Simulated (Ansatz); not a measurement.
`[CH3][InH][C]#CS`, charge 0, multiplicity 1.

**Question.** Give a relaxed structure at PBE0-D4/def2-TZVP (Ansatz). (Best estimate.)

**Answer.** Computed: 
```xyz
10

C    -1.124    1.118   -1.642
In    0.263    1.332   -0.023
C     0.747   -0.429    1.008
C     1.014   -1.467    1.589
S     1.471   -2.810    2.479
H    -2.127    0.971   -1.236
H    -0.868    0.238   -2.233
H    -1.132    1.998   -2.284
H     1.015    2.770    0.535
H     0.741   -3.722    1.808
```
This is one stationary point; other conformers may exist.
